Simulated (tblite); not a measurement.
Species: C₆H₈N (doublet state).
Atom-mapped SMILES: `[CH2:1]=[C:2]1[CH2:3][C:4](=[N:5])[C@@H:6]1[CH3:7]` (hydrogens: H8, H9 on C1; H10, H11 on C3; H12 on C6; H13, H14, H15 on C7)

Computed geometry: GFN2-xTB, gas phase. This method treats the open shell by occupation alone, without spin polarisation.

Q: Give the optimised bond lengths and angles.

A: 
```
                  bond  length (bohr)   order
                 C1=C2          2.485  double
                 C2–C3          2.837  single
                 C3–C4          2.905  single
                 C4=N5          2.278  double
                 C4–C6          2.947  single
                 C6–C7          2.865  single
                 C2–C6          2.846  single
                 C1–H8          2.035  single
                 C1–H9          2.035  single
                C3–H10          2.059  single
                C3–H11          2.059  single
                C6–H12          2.065  single
C7–H13, C7–H14, C7–H15          2.056  single
```

Bonds in one row agree within 0.02 bohr and their mean is given. Orders are formal, as drawn. A selection of angles:
```
     angle  degrees
  C2–C1–H8    121.6
  C2–C1–H9    121.7
  H8–C1–H9    116.7
  C1–C2–C3    133.8
  C1–C2–C6    133.5
  C3–C2–C6     92.6
  C2–C3–C4     89.6
 C2–C3–H10    115.9
 C2–C3–H11    115.9
 C4–C3–H10    112.4
 C4–C3–H11    112.2
H10–C3–H11    109.6
  C3–C4–N5    136.7
  C3–C4–C6     89.2
  N5–C4–C6    134.1
  C4–C6–C7    113.9
 C4–C6–H12    109.7
 C7–C6–H12    111.2
  C2–C6–C4     88.6
  C2–C6–C7    117.3
 C2–C6–H12    114.2
 C6–C7–H13    110.5
 C6–C7–H14    109.7
H13–C7–H14    108.5
H13–C7–H15    108.7
```

Torsions: C1–C2–C3–C4 -177° (antiperiplanar); C2–C3–C4–N5 178° (antiperiplanar); C3–C4–C6–C7 121° (anticlinal); C1–C2–C6–C4 177° (antiperiplanar).

C2 (carbon bonded to 3 C) is planar (angles 133.8°, 133.5° and 92.6°, sum 360.0°, 0.01 Å off the plane of its three neighbours). C4 (carbon bonded to 2 C and N) is planar (angles 136.7°, 134.1° and 89.2°, sum 360.0°, 0.00 Å off the plane of its three neighbours). The 6 C–C bonds span 1.315 Å (C1=C2, drawn double) to 1.559 Å (C4–C6, drawn single), a spread of 0.244 Å. The 4-membered ring C2–C3–C4–C6 has internal angles of 88.6° to 92.6° (sum 360°, against 360° for a flat polygon); it is planar, 0.01 Å rms from its mean plane, widest ring torsion 1°. C1 (carbon bonded to C and 2 H) is planar (angles 121.7°, 121.6° and 116.7°, sum 360.0°, 0.00 Å off the plane of its three neighbours).

Point group: C1 (no symmetry element, even within 0.4 Å). Its GFN2-xTB frequencies are all real (lowest 57 cm⁻¹).

Hardware: one thread of an Arm Neoverse V2, shared host with 96 logical CPUs at a one-minute load of 63. Cost: 0.41 s wall. This is the geometry optimisation.
